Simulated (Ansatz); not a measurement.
BH3O2 (SMILES OBO) moved off its minimum; all values from Ansatz (a program for electronic structure), cores frozen in correlated methods.
(charge 0, multiplicity 1)
```xyz
6

B     -0.31334    -0.21973    -0.28046
H     -1.26550    -1.00682    -0.73366
O     -0.47382     1.00682    -0.58377
H      0.36308     1.62253     0.01594
O      0.59914    -0.79666     0.71517
H      0.38607    -1.64327     0.93419
```

Forces at PBE/def2-TZVPP (eV/Å):

| atom | Fx | Fy | Fz |
|---|---|---|---|
| B1 | -0.742 | -6.490 | 2.303 |
| H2 | 1.456 | 0.864 | 0.372 |
| O3 | 3.842 | 6.298 | 1.731 |
| H4 | -3.368 | -2.301 | -2.457 |
| O5 | -0.122 | 5.637 | -2.739 |
| H6 | -1.067 | -4.009 | 0.790 |

**Question.** Give the forces (eV/Å), the total energy and the dipole at CCSD(T)/cc-pVTZ.

**Answer.** 
```json
[
 {"atom": "B1", "Fx": "-0.814", "Fy": "-6.984", "Fz": "2.541"},
 {"atom": "H2", "Fx": "1.667", "Fy": "0.992", "Fz": "0.437"},
 {"atom": "O3", "Fx": "4.258", "Fy": "6.792", "Fz": "1.963"},
 {"atom": "H4", "Fx": "-3.758", "Fy": "-2.663", "Fz": "-2.731"},
 {"atom": "O5", "Fx": "-0.334", "Fy": "5.452", "Fz": "-2.847"},
 {"atom": "H6", "Fx": "-1.018", "Fy": "-3.589", "Fz": "0.636"}
]
```
Energy -176.8987 hartree, dipole 1.00 D.
